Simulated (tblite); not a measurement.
Species: C6H14NPSi.
Geometry (GFN2-xTB, Å), atoms numbered from 1 in this order:
```
atom  x, y, z in Å
C1    -1.8858    2.6779   -0.2898
C2    -2.1318    1.3883   -0.1447
C3    -1.1637    0.3317    0.2657
C4     0.2941    0.7633    0.4259
C5     1.1417   -0.5001    0.3349
Si6    3.0140   -0.1728    0.3687
C7     0.6874   -1.1805   -0.9524
P8    -1.1727   -1.1194   -0.9575
N9    -1.3994   -2.3542    0.2377
H10   -2.6581    3.3647   -0.5922
H11   -0.9162    3.1097   -0.1112
H12   -3.1338    1.0161   -0.3306
H13   -1.5186   -0.1138    1.2056
H14    0.4420    1.2872    1.3720
H15    0.5661    1.4385   -0.3889
H16    0.8645   -1.1510    1.1717
H17    3.7235   -1.4489    0.2620
H18    3.3638    0.4929    1.6242
H19    3.3744    0.6848   -0.7627
H20    1.0290   -2.2134   -1.0355
H21    1.0410   -0.6338   -1.8307
H22   -2.3728   -2.3760    0.5322
H23   -1.1931   -3.2642   -0.1667
```

Calculated harmonic vibrations of the isolated species, GFN2-xTB (tblite), most abundant isotopes, no scaling. Errors from tens to a few hundred cm⁻¹ against measured bands are possible. Modes of hydrogen on silicon can be 10 to 20 % off. One conformer, not necessarily the lowest.

Harmonic wavenumbers (cm⁻¹): 62.2, 71.1, 97.3, 109.8, 149.0, 199.4, 231.6, 236.1, 273.7, 311.7, 347.1, 415.2, 432.0, 505.5, 540.6, 550.0, 602.7, 709.8, 723.1, 758.8, 775.0, 780.4, 787.1, 808.4, 821.1, 864.0, 888.7, 913.3, 941.1, 981.2, 993.2, 1010.6, 1017.8, 1062.7, 1101.2, 1121.2, 1146.6, 1179.9, 1197.3, 1234.4, 1276.2, 1295.9, 1303.2, 1333.9, 1419.8, 1446.7, 1492.1, 1493.3, 1710.6, 2256.4, 2263.2, 2266.4, 2870.6, 2923.0, 2947.4, 2962.8, 2972.0, 2974.8, 3022.6, 3107.7, 3128.8, 3347.3, 3367.8.

A = 1479, B = 851.1, C = 600.6 MHz; mass 159.063 u (most abundant isotopes); point group C1, symmetry number 1.

Task: What is the zero-point energy?

Result: Half the sum of the wavenumbers: 40067 cm⁻¹ = 114.56 kcal/mol.

Task: Give the ideal-gas entropy at 298.15 K and 1 bar in the rigid-rotor, harmonic-oscillator model (classical rotation).

Result: Translation 41.13, rotation 30.43, vibration 35.22: S = 106.8 cal/(mol K).

Task: And Cp and H(298.15 K) − H(0)?

Result: Cp = 47.27 cal/(mol K), of which vibrations give 39.32 (their classical limit is 63 R = 125.2); H(298.15 K) − H(0) = 8.10 kcal/mol without the zero-point energy, 5.73 from vibrations.

Task: Which modes carry the vibrational entropy at 298.15 K?

Result: 62.2 cm⁻¹: 4.39; 71.1 cm⁻¹: 4.12; 97.3 cm⁻¹: 3.51; 109.8 cm⁻¹: 3.27; 149.0 cm⁻¹: 2.68; 199.4 cm⁻¹: 2.14 cal/(mol K); the other 57 give 15.11 together.

Task: What must be added to the electronic energy to get the Gibbs energy at 298.15 K and 1 bar?

Result: ZPE + [H(298.15 K) − H(0)] − T·S = 114.56 + 8.10 − 31.84 = 90.82 kcal/mol.

Hindered rotation and anharmonicity are outside this model. Other conformers, if any are populated, would add a mixing term that is left out. The structure is chiral; the term R ln 2 for an equal mix with its mirror image is left out.

Hardware: an Intel Xeon 6975P-C with one thread, shared host. Cost: 1.1 s of wall time. The figure is for the frequency step alone.
